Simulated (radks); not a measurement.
The numbers below are computed, except where a source is named.
Task: Spherical quantum dot in the effective-mass picture: electrons in a hard-walled sphere of radius 6.13, with a point charge +1 (a donor) at the centre, all in effective atomic units (hartree* = m*/eps^2 hartree, bohr* = eps/m* bohr), one dielectric constant everywhere. Level of theory: non-relativistic Kohn-Sham, PBE, spin-polarised, spherical densities (a radial shooting solver with Libxc functionals). Levels are named by radial order and angular momentum (1s, 1p, 1d, 2s, ...), and open shells are averaged over m. At N = 6 the configuration is 1s2 1p(up 3, down 1). Does electron 7 go into 1p down or 2s up or 2s down?

Result: Into 1p down. The total energies of the other choices lie higher by 0.0665 hartree* (2s up), 0.0757 hartree* (2s down).
